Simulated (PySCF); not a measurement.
## Radial density of Sr²⁺ (strontium, charge +2)

B3LYP, [Kr], closed-shell 1S. Calculation: PySCF 2.14, in x2c-SVPall; the spin-free X2C one-electron Hamiltonian (Gaussian nucleus).

```csv
r (bohr),4πr²ρ (e/bohr)
0.0352,45.51
0.0593,39.44
0.0997,54.14
0.168,48.00
0.282,34.16
0.475,38.03
0.798,11.12
1.34,7.015
2.26,1.841
3.80,0.03629
6.39,4.768e-05
```

Densities and radii are taken from the X2C orbitals without a picture-change correction, which distorts them close to the nucleus.
